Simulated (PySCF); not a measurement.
## Heteronuclear NMR

Atom-mapped SMILES (the numbers label the heavy atoms): `[CH3:1][C:2]#[C:3][Si:4]1([N:5]([CH3:6])[CH3:7])[CH2:8][CH2:9]1`; H(Xn) means a hydrogen on atom n.

Non-relativistic, gas phase, fast rotation and ring inversion assumed for equivalent nuclei, single conformer. PBE0-D3(BJ)/def2-SVP structure; σ from GIAO-PBE0/pcSseg-1; PySCF 2.14.

Question: Predict the $^{29}$Si NMR data.

Answer: 
| atoms | environment | σ (ppm) | δ (ppm) |
| --- | --- | --- | --- |
| Si4 | silicon bonded to 3 C, N, in a 3-membered ring | 442.3 | -88.8 |

Shieldings were converted by a linear fit to measured shifts: $^{29}$Si: δ = 279.39 − 0.832σ (rms 9.7 ppm, 87 shifts, 23.4 ppm with the 5 outliers that the fit left out vs TMS, solution or neat liquid). A few per cent of atoms miss by over 2 rms, more outside the fitted compound classes.

On a 400 MHz spectrometer $^{29}$Si resonates near 79.5 MHz, so 1 ppm is 79.5 Hz.

Question: Predict the $^{15}$N NMR data.

Answer: 
| atoms | environment | σ (ppm) | δ (ppm) |
| --- | --- | --- | --- |
| N5 | nitrogen bonded to 2 C, Si | 244.1 | -374.0 |

Shieldings were converted by a linear fit to measured shifts: $^{15}$N (scatter 7.2 ppm rms vs CH3NO2, solution or neat liquid). A few per cent of atoms miss by over 2 rms, more outside the fitted compound classes.

On a 400 MHz spectrometer $^{15}$N resonates near 40.5 MHz, so 1 ppm is 40.5 Hz.
